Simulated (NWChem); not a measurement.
[Cl][GeH]([F])[F] (GeHClF2), optimised at PBE0/def2-SVP with NWChem:

| Quantity | Result |
|---|---|
| highest occupied level (eV) | -9.85 |
| orbital gap (eV) | 9.20 |
| dipole (D) | 2.19 |
| highest harmonic frequency (cm⁻¹) | 2256 |
| zero-point energy (kcal/mol) | 9.0 |

Question: One F atom is replaced by Cl, giving [F][GeH]([Cl])[Cl] (GeHCl2F), optimised at the same level. How do these values move?

Answer: 
```tsv
quantity	new value	change
highest occupied level (eV)	-9.48	+0.37
orbital gap (eV)	8.52	-0.68
dipole (D)	1.87	-0.32
highest harmonic frequency (cm⁻¹)	2236	-20
zero-point energy (kcal/mol)	8.4	-0.6
```
